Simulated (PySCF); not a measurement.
C4H9GeP.
Numbering: `[CH:1]#[C:2][CH2:3][P:4]([CH3:5])[GeH3:6]` (hydrogens: H7 on C1; H8, H9 on C3; H10, H11, H12 on C5; H13, H14, H15 on Ge6)

Method: PBE0-D3(BJ)/def2-SVP geometry optimisation, gas phase in PySCF 2.14.0; density fitting, grid level 1; the optimiser is geomeTRIC in internal coordinates, started from a GFN2-xTB structure with every atom displaced at random (about 0.01 Å).

Step 0: E = -70071.0523 eV
```
atom  x, y, z in Å  |  force x, y, z in eV/Å
C1      1.8373    0.9302    1.1728    0.240   0.801   0.782
C2      1.5488    0.1775    0.2884   -0.109  -0.989  -1.007
C3      1.1586   -0.7518   -0.7479    0.826  -0.034   0.956
P4     -0.6300   -1.1176   -0.7699   -1.230  -0.127  -0.103
C5     -0.8764   -1.6451    0.9880    0.469   0.555   0.084
Ge6    -1.4345    1.0671   -0.5519   -0.267  -0.467  -0.091
H7      2.0944    1.6328    1.9221    0.157   0.382   0.483
H8      1.7177   -1.6959   -0.6072   -0.111  -0.011  -0.164
H9      1.4407   -0.3436   -1.7035    0.193   0.186  -0.907
H10    -0.3465   -0.9712    1.6840   -0.057  -0.091  -0.025
H11    -0.5004   -2.6544    1.1254    0.174  -0.510   0.024
H12    -1.9301   -1.6388    1.2454   -0.546  -0.024   0.022
H13    -1.4166    1.6856    0.8122    0.196   0.075   0.896
H14    -2.8893    1.1483   -0.9593   -0.565  -0.226  -0.246
H15    -0.7218    2.0182   -1.4482    0.633   0.480  -0.704
```

Step 1: E = -70071.2374 eV
```
atom  x, y, z in Å  |  force x, y, z in eV/Å
C1      1.9542    0.9331    1.2212    0.019   0.021   0.032
C2      1.6399    0.1779    0.3265   -0.056   0.065   0.034
C3      1.1881   -0.7013   -0.7272   -0.159   0.002  -0.223
P4     -0.6667   -1.0927   -0.7544    0.135   0.015   0.008
C5     -0.9094   -1.6201    1.0083   -0.050  -0.070  -0.001
Ge6    -1.5036    1.0737   -0.5994    0.005   0.245   0.064
H7      2.2502    1.6059    2.0038    0.008   0.002   0.013
H8      1.6991   -1.6742   -0.6724    0.071  -0.089   0.011
H9      1.4320   -0.2773   -1.7195   -0.025  -0.049   0.102
H10    -0.4113   -0.9505    1.7240    0.026   0.038   0.025
H11    -0.5162   -2.6424    1.1348   -0.012   0.050  -0.009
H12    -1.9867   -1.6459    1.2366    0.028  -0.013  -0.033
H13    -1.3941    1.6092    0.8593   -0.025  -0.044  -0.271
H14    -3.0008    1.0427   -1.0133    0.204   0.016   0.054
H15    -0.7228    2.0031   -1.5779   -0.169  -0.189   0.195
```

Question: Estimate the geometry and energy of step 2. (The exact step hangs on the optimiser's Hessian estimate; all steps are aligned on step 1, rigid shifts and turns removed.)

Answer: E = -70071.2478 eV, largest force 0.077 eV/Å
```
atom  x, y, z in Å  |  force x, y, z in eV/Å
C1      1.9323    0.9388    1.2193    0.007  -0.010  -0.002
C2      1.6242    0.1824    0.3229   -0.001   0.028   0.008
C3      1.1832   -0.7048   -0.7324   -0.047  -0.048  -0.038
P4     -0.6652   -1.0961   -0.7541    0.026   0.033  -0.005
C5     -0.9071   -1.6243    1.0075   -0.006  -0.010   0.014
Ge6    -1.4899    1.0764   -0.5908    0.016   0.011   0.031
H7      2.2239    1.6109    2.0046   -0.001  -0.001   0.001
H8      1.7030   -1.6767   -0.6739    0.017   0.016   0.013
H9      1.4245   -0.2823   -1.7224    0.005  -0.006   0.011
H10    -0.4114   -0.9515    1.7244   -0.007  -0.001  -0.003
H11    -0.5106   -2.6438    1.1331    0.007   0.004   0.005
H12    -1.9843   -1.6551    1.2305    0.000  -0.009  -0.012
H13    -1.3694    1.6266    0.8440    0.002   0.010  -0.014
H14    -2.9770    1.0557   -0.9916   -0.016  -0.004  -0.003
H15    -0.7245    1.9854   -1.5706   -0.001  -0.011  -0.006
```

The energy changes by -0.0104 eV. The first-order estimate −F·Δx gives -0.0190 eV and the mean of the old and new forces, exact on a quadratic surface, -0.0101 eV. The step makes an angle of 66° with the force vector and moves no atom by more than 0.035 Å.

What follows is the cost of the whole optimisation. The run took 55 s on an AMD EPYC 9R45 with one thread, no GPU, shared host with 96 logical CPUs at a one-minute load of 61, and the process peaked at 0.62 GiB of memory.
